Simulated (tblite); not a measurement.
Run record: tight-binding relaxation, `[O]([GeH2][S]C)CC=C`.

Computed with GFN2-xTB geometry optimisation, gas phase (tblite 0.8.0). Start geometry: from a force field or distance geometry. The command runs a driver script over a list of jobs; the input below is this job's line of settings and its coordinates in Å.

Command:
```bash
OMP_NUM_THREADS=1 python probes_run.py task.json out
```

Input:
```
{"job": {"kind": "relax", "xc": "GFN2-xTB", "basis": "xTB"}, "charge": 0, "multiplicity": 1}
C     -3.777600     0.725500     0.017900
C     -2.644700     0.331100     0.551200
C     -1.481900    -0.133200    -0.299000
O     -0.462500     0.740100    -0.006600
Ge     1.051100     0.466700    -0.842600
S      2.664600     1.415900     0.372200
C      3.878400     0.187800     0.868400
H     -4.562300     1.048500     0.734000
H     -3.971700     0.755000    -1.040200
H     -2.489300     0.309900     1.652800
H     -1.304400    -1.190800    -0.103900
H     -1.768600    -0.033800    -1.368400
H      1.390200    -0.993300    -1.160800
H      1.073100     1.228700    -2.226300
H      3.493900    -0.471300     1.693400
H      4.801600     0.714900     1.180300
H      4.103300    -0.440100    -0.032200
```

Output:
```
step      E/eV     max force
  0    -622.56443    2.126
  1    -622.76614    1.130
  2    -622.84287    0.960
  3    -622.88273    0.625
  4    -622.91730    0.366
  5    -622.93637    0.228
  6    -622.94167    0.188
  7    -622.94568    0.132
  8    -622.94779    0.132
  9    -622.95041    0.125
... (160 lines left out)
170    -623.16981    0.040
171    -623.17012    0.043
172    -623.17054    0.038
173    -623.17081    0.048
174    -623.17109    0.054
175    -623.17126    0.036
176    -623.17134    0.028
177    -623.17141    0.022
178    -623.17144    0.014
179    -623.17145    0.007
```

«max force» is the largest atomic force in eV/Å.

Q: From which step on does the largest force stay under 0.1 eV/Å, and how much energy is left to gain from there?

A: From step 128 (0.088 eV/Å), 11.2 meV above the end.

Main results: energy lowered by 14.0 kcal/mol over 179 steps; largest atomic force 0.007 eV/Å at the end.

Q: How long does this job take on Arm Neoverse V2, one thread, shared host with 96 logical CPUs at a one-minute load of 74?

A: About 1.2 s.
Labels such as C1 count atoms from 1, the log's own numbers from 0.
